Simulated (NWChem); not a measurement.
Everything below was run with NWChem. System: C2H6Mg, charge 0, spin multiplicity 1, at a geometry optimised with PBE/def2-SVP. The structure started from a generated list of species. Level: PBE/cc-pVDZ.

Job file:

```
start mol
memory heap 200 mb stack 900 mb global 1100 mb
geometry units angstroms nocenter noautoz
  Mg     0.000000     0.000000     0.000320
  C     -0.273803    -2.092299    -0.000142
  H      0.013337    -2.551499    -0.971225
  H     -1.333002    -2.374641     0.186460
  H      0.334171    -2.594567     0.783695
  C      0.273803     2.092299    -0.000142
  H      1.333002     2.374641     0.186460
  H     -0.334171     2.594567     0.783695
  H     -0.013337     2.551499    -0.971225
  symmetry group C2
end
basis spherical
  * library cc-pvdz
end
dft
  xc xpbe96 cpbe96
  semidirect memsize 60000000 filesize 0
  iterations 100
end
task dft energy
```

Output (cleaned and shortened):

```
             Northwest Computational Chemistry Package (NWChem) 7.3.0
             --------------------------------------------------------

                                NWChem Input Module
                                -------------------

 Scaling coordinates for geometry "geometry" by  1.889725989
 (inverse scale =  0.529177249)

 Turning off AUTOSYM since
 SYMMETRY directive was detected!

                             Geometry "geometry" -> ""
                             -------------------------

 Output coordinates in angstroms (scale by  1.889725989 to convert to a.u.)

  No.       Tag          Charge          X              Y              Z
 ---- ---------------- ---------- -------------- -------------- --------------
    1 Mg                  12.0000     0.00000000     0.00000000     0.00032000
    2 C                    6.0000    -0.27380300    -2.09229900    -0.00014200
    3 H                    1.0000     0.01333700    -2.55149900    -0.97122500
    4 H                    1.0000    -1.33300200    -2.37464100     0.18646000
    5 H                    1.0000     0.33417100    -2.59456700     0.78369500
    6 C                    6.0000     0.27380300     2.09229900    -0.00014200
    7 H                    1.0000     1.33300200     2.37464100     0.18646000
    8 H                    1.0000    -0.33417100     2.59456700     0.78369500
    9 H                    1.0000    -0.01333700     2.55149900    -0.97122500

 Effective nuclear repulsion energy (a.u.)      78.4090148780

            Nuclear Dipole moment (a.u.)
            ----------------------------
        X                 Y               Z
 ---------------- ---------------- ----------------
     0.0000000000     0.0000000000    -0.0000075589

      Symmetry information
      --------------------

 Group name             C2
 Group number              4
 Group order               2
 No. of unique centers     5

      Symmetry unique atoms

     1    2    3    4    5


 Summary of "ao basis" -> "" (spherical)
 ------------------------------------------------------------------------------
       Tag                 Description            Shells   Functions and Types
 ---------------- ------------------------------  ------  ---------------------
 *                          cc-pvdz                   on all atoms

  pbe96 is a nonlocal functional; adding pw91lda local functional.

                                 NWChem DFT Module
                                 -----------------

 Summary of "ao basis" -> "ao basis" (spherical)
 ------------------------------------------------------------------------------
       Tag                 Description            Shells   Functions and Types
 ---------------- ------------------------------  ------  ---------------------
 Mg                         cc-pvdz                  8       18   4s3p1d
 C                          cc-pvdz                  6       14   3s2p1d
 H                          cc-pvdz                  3        5   2s1p

 Summary of "ao basis" -> "ao basis" (spherical)
 ------------------------------------------------------------------------------
       Tag                 Description            Shells   Functions and Types
 ---------------- ------------------------------  ------  ---------------------
 Mg                         cc-pvdz                  8       18   4s3p1d
 C                          cc-pvdz                  6       14   3s2p1d
 H                          cc-pvdz                  3        5   2s1p
[...]
 d= 0,ls=0.0,diis     1   -279.6003738333 -3.58D+02  9.25D-03  2.61D-01     1.5
 d= 0,ls=0.0,diis     2   -279.5978412585  2.53D-03  5.44D-03  2.15D-01     1.8
 d= 0,ls=0.0,diis     3   -279.6219208961 -2.41D-02  1.79D-03  5.04D-02     2.0
 d= 0,ls=0.0,diis     4   -279.6291981715 -7.28D-03  7.10D-05  2.55D-05     2.3
 d= 0,ls=0.0,diis     5   -279.6292016210 -3.45D-06  2.47D-05  2.56D-06     2.6
 d= 0,ls=0.0,diis     6   -279.6292020484 -4.27D-07  5.10D-06  3.30D-08     2.8

         Total DFT energy =     -279.629202048393
      One electron energy =     -541.729477294154
           Coulomb energy =      212.990730651466
    Exchange-Corr. energy =      -29.299470283686
 Nuclear repulsion energy =       78.409014877981

 Numeric. integr. density =       30.000000102507

     Total iterative time =      2.3s

                  Occupations of the irreducible representations
                  ----------------------------------------------

                     irrep           alpha         beta
                     --------     --------     --------
                     a                 8.0          8.0
                     b                 7.0          7.0

                       DFT Final Molecular Orbital Analysis
                       ------------------------------------

 Vector   13  Occ=2.000000D+00  E=-3.148892D-01  Symmetry=a
              MO Center=  3.2D-16, -4.4D-16,  1.3D-01, r^2= 6.6D+00
   Bfn.  Coefficient  Atom+Function         Bfn.  Coefficient  Atom+Function
  ----- ------------  ---------------      ----- ------------  ---------------
    22      0.298903  2 C  px                51     -0.298903  6 C  px
    38     -0.251208  4 H  s                 62     -0.251208  7 H  s
    43      0.165736  5 H  s                 67      0.165736  8 H  s
    39     -0.133436  4 H  s                 63     -0.133436  7 H  s
    25      0.116955  2 C  px                54     -0.116955  6 C  px

 Vector   14  Occ=2.000000D+00  E=-2.345180D-01  Symmetry=a
              MO Center=  3.3D-15,  2.4D-14,  8.9D-05, r^2= 4.1D+00
   Bfn.  Coefficient  Atom+Function         Bfn.  Coefficient  Atom+Function
  ----- ------------  ---------------      ----- ------------  ---------------
     3      0.419350  1 Mg s                 23      0.287077  2 C  py
    52     -0.287077  6 C  py                26      0.169002  2 C  py
    55     -0.169002  6 C  py                 4      0.157969  1 Mg s
    21      0.089819  2 C  s                 50      0.089819  6 C  s
    33     -0.070477  3 H  s                 38     -0.070639  4 H  s

 Vector   15  Occ=2.000000D+00  E=-1.903177D-01  Symmetry=b
              MO Center= -3.7D-15, -2.6D-14, -2.0D-05, r^2= 4.7D+00
   Bfn.  Coefficient  Atom+Function         Bfn.  Coefficient  Atom+Function
  ----- ------------  ---------------      ----- ------------  ---------------
    23      0.348297  2 C  py                52      0.348297  6 C  py
     9     -0.251064  1 Mg py                26      0.236688  2 C  py
    55      0.236688  6 C  py                21      0.174129  2 C  s
    50     -0.174129  6 C  s                  6      0.071484  1 Mg py
    33     -0.071772  3 H  s                 38     -0.071818  4 H  s

 Vector   16  Occ=0.000000D+00  E=-3.616595D-02  Symmetry=a
              MO Center= -5.7D-15,  1.8D-14,  2.1D-03, r^2= 6.4D+00
   Bfn.  Coefficient  Atom+Function         Bfn.  Coefficient  Atom+Function
  ----- ------------  ---------------      ----- ------------  ---------------
     4      1.093151  1 Mg s                 21     -0.493538  2 C  s
    50     -0.493538  6 C  s                 26     -0.175293  2 C  py
    55      0.175293  6 C  py                23     -0.171364  2 C  py
    52      0.171364  6 C  py                20     -0.130433  2 C  s
    49     -0.130433  6 C  s                  2     -0.121342  1 Mg s

 Vector   17  Occ=0.000000D+00  E=-1.808049D-02  Symmetry=a
              MO Center= -4.4D-10,  5.7D-11,  2.2D-02, r^2= 6.3D+00
   Bfn.  Coefficient  Atom+Function         Bfn.  Coefficient  Atom+Function
  ----- ------------  ---------------      ----- ------------  ---------------
    13      0.788888  1 Mg pz                10      0.370060  1 Mg pz
    34      0.156498  3 H  s                 73      0.156498  9 H  s
    44     -0.125886  5 H  s                 68     -0.125886  8 H  s
    33      0.088317  3 H  s                 72      0.088317  9 H  s
    24     -0.072838  2 C  pz                53     -0.072838  6 C  pz

 Vector   18  Occ=0.000000D+00  E=-1.806581D-02  Symmetry=b
              MO Center=  4.4D-10, -5.7D-11, -2.3D-02, r^2= 6.3D+00
   Bfn.  Coefficient  Atom+Function         Bfn.  Coefficient  Atom+Function
  ----- ------------  ---------------      ----- ------------  ---------------
    11      0.782348  1 Mg px                 8      0.366929  1 Mg px
    39      0.162952  4 H  s                 63     -0.162952  7 H  s
    44     -0.108142  5 H  s                 68      0.108142  8 H  s
    12     -0.102094  1 Mg py                38      0.092130  4 H  s
    62     -0.092130  7 H  s                 22     -0.072297  2 C  px

 center of mass
 --------------
 x =   0.00000000 y =   0.00000000 z =   0.00007381

 moments of inertia (a.u.)
 ------------------
         522.559930000812         -65.397573609911          -0.000000000000
         -65.397573609911          31.481236165692           0.000000000000
          -0.000000000000           0.000000000000         531.119450530959

     Multipole analysis of the density
     ---------------------------------

     L   x y z        total         alpha         beta         nuclear
     -   - - -        -----         -----         ----         -------
     0   0 0 0     -0.000000    -15.000000    -15.000000     30.000000

     1   1 0 0     -0.000000     -0.000000     -0.000000      0.000000
     1   0 1 0     -0.000000     -0.000000     -0.000000      0.000000
     1   0 0 1      0.000285      0.000146      0.000146     -0.000008

     2   2 0 0    -17.730863    -17.216548    -17.216548     16.702232
     2   1 1 0     -0.972283    -20.846955    -20.846955     40.721627
     2   1 0 1     -0.000000     -0.000000     -0.000000      0.000000
     2   0 2 0    -25.042120   -173.744384   -173.744384    322.446649
     2   0 1 1     -0.000000     -0.000000     -0.000000      0.000000
     2   0 0 2    -17.603248    -14.487558    -14.487558     11.371868

 Task  times  cpu:        2.8s     wall:        2.8s

 Total times  cpu:        2.8s     wall:        2.8s
```
